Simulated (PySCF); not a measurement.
C4H4F2, SMILES FC(F)C#CC. Atoms are numbered in the order given.

```xyz
10

C      2.9038     0.5982    -0.0021
C      1.4684     0.3978    -0.0476
C      0.2672     0.2161    -0.0777
C     -1.1820     0.0519    -0.1407
F     -1.7045    -0.1087     1.1073
F     -1.5118    -1.0539    -0.8650
H      3.2180     0.9582     0.9906
H      3.2251     1.3409    -0.7496
H      3.4390    -0.3429    -0.2057
H     -1.6798     0.9229    -0.6068
```

Geometry: r2SCAN-D4/def2-SVP.

Two levels are set side by side: PBE/pcSseg-1 (PySCF) and B3LYP/pcSseg-1 (PySCF). GIAO shifts against CFCl3 (¹⁹F), TMS (¹H), TMS (¹³C) at the same level; non-relativistic, no solvent, atoms listed together averaged. Differences are taken from unrounded values.

```csv
quantity,B3LYP
δ(¹³C) of C1 (ppm),6.3
δ(¹³C) of C2 (ppm),93.1
δ(¹³C) of C3 (ppm),78.6
δ(¹³C) of C4 (ppm),112.7
"δ(¹⁹F) of F5, F6 (ppm)",-127.8
"δ(¹H) of H7, H8, H9 (ppm)",2.33
δ(¹H) of H10 (ppm),6.59
```

**Question.** What does PBE give, and how far is it from B3LYP? (The exact figures need the calculation; the answer reports its results.)

**Answer.** 
```json
[
 {"quantity": "δ(¹³C) of C1 (ppm)", "PBE": "6.8", "PBE minus B3LYP": "0.5"},
 {"quantity": "δ(¹³C) of C2 (ppm)", "PBE": "92.1", "PBE minus B3LYP": "-1.0"},
 {"quantity": "δ(¹³C) of C3 (ppm)", "PBE": "79.0", "PBE minus B3LYP": "0.4"},
 {"quantity": "δ(¹³C) of C4 (ppm)", "PBE": "115.3", "PBE minus B3LYP": "2.6"},
 {"quantity": "δ(¹⁹F) of F5, F6 (ppm)", "PBE": "-141.6", "PBE minus B3LYP": "-13.8"},
 {"quantity": "δ(¹H) of H7, H8, H9 (ppm)", "PBE": "2.32", "PBE minus B3LYP": "-0.01"},
 {"quantity": "δ(¹H) of H10 (ppm)", "PBE": "6.82", "PBE minus B3LYP": "0.23"}
]
```

Rough cost on one machine, each run with all the roots and properties that it gave: B3LYP against PBE within a factor of 2.
